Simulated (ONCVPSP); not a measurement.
# An all-electron radial function and its pseudo partner (hydrogen (H))

Columns: radius, all-electron u(r) and pseudo u(r) of the 1s shell (level -6.49 eV) of hydrogen in the configuration 1s1; PBE, scalar-relativistic, ONCV scheme, ONCVPSP 4.0.1.

```
r (bohr)  all-electron  pseudo
   0.068        0.1219  0.0906
   0.135        0.2260  0.1779
   0.202        0.3158  0.2615
   0.270        0.3938  0.3411
   0.338        0.4601  0.4146
   0.405        0.5150  0.4803
   0.473        0.5615  0.5397
   0.540        0.5992  0.5908
   0.608        0.6301  0.6346
   0.675        0.6543  0.6694
   0.742        0.6728  0.6955
   0.810        0.6867  0.7130
   0.878        0.6960  0.7220
   0.945        0.7015  0.7236
   1.013        0.7036  0.7197
   1.080        0.7028  0.7123
   1.148        0.6995  0.7035
   1.215        0.6940  0.6949
   1.283        0.6865  0.6865
   1.350        0.6775  0.6775
   1.418        0.6670  0.6670
   1.485        0.6555  0.6555
   1.553        0.6429  0.6429
   1.620        0.6296  0.6296
   1.688        0.6155  0.6155
   1.755        0.6011  0.6011
```

(1) How many radial nodes do the two functions have?

(2) At about which radius was the pseudo-wave matched?

(3) Where does each function peak?

(4) Is the pseudo-wave norm-conserving?

Results:

(1) The all-electron 1s function has n − l − 1 = 0; the pseudo-wave has 0.

(2) 1.30 bohr, where the columns begin to agree (steps of 0.07 bohr).

(3) Outermost all-electron maximum near 1.01 bohr, pseudo maximum near 0.94 bohr (to the table’s step).

(4) Yes: the ONCV scheme keeps the norm inside the radius equal to the all-electron one, which fixes the energy derivative of the logarithmic derivative at the level.
